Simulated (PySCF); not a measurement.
Molecule: C₆H₅, SMILES c1cc[c]cc1, doublet. Atoms near the plane z = 0.0 Å, at the PBE0/def2-SVP optimised geometry (x, y, z in Å): C1 (-0.7, -1.1, 0.0), C2 (0.7, -1.2, 0.0), C3 (1.4, 0.0, 0.0), C4 (0.7, 1.2, 0.0), C5 (-0.7, 1.2, 0.0), C6 (-1.4, 0.0, 0.0), H7 (1.2, -2.2, 0.0), H8 (2.5, 0.0, 0.0), H9 (1.3, 2.2, 0.0), H10 (-1.2, 2.2, 0.0), H11 (-2.5, 0.0, 0.0).

Method: PySCF with unrestricted PBE0/def2-TZVP. Cells within 0.4 Å of a nucleus heavier than hydrogen are left out (blank, or x). The values are rescaled to run from 0 to 1.

```
|11111111111111111111111111111|
|11111111111111111111111111111|
|11111111111111111111111111111|
|11111111111111111111111111111|
|11111111111111111111111111111|
|11111111111111111111111111111|
|11111111101111111110111111111|
|11111111116521112461111111111|
|11111111128841113882111111111|
|111111111258x3434852111111111|
|11111111112xxx9xxx21111111111|
|11111111114xx565xx41111111111|
|11111112127941114972111111111|
|111111355xx6200026xx453111111|
|111111798xx3100013xx897111111|
|111111254xx7300026xx453111111|
|11111111127941214872111111111|
|11111111114xxx75xx41111111111|
|11111111112xxx9xxx21111111111|
|1111111111223343x852111111111|
|11111111112211113882111111111|
|11111111111111112461111111111|
|11111111111111111110111111111|
|11111111111111111111111111111|
|11111111111111111111111111111|
|11111111111111111111111111111|
|11111111111111111111111111111|
|11111111111111111111111111111|
|11111111111111111111111111111|
```
Scale: ten equal steps from 0.000 (start of '0') to 1.00 (end of '9'), in the order '0123456789'; x runs from -4.50 to 4.50, y from -4.50 (bottom) to 4.50 (top).

Q: Which quantity is mapped?
(A) deformation density (molecule minus spherical neutral atoms)
(B) log10 of the electron density
(C) an orbital amplitude
(D) spin density

A: A, deformation density (molecule minus spherical neutral atoms). In full: deformation density (molecule minus spherical neutral atoms) (e/bohr³).
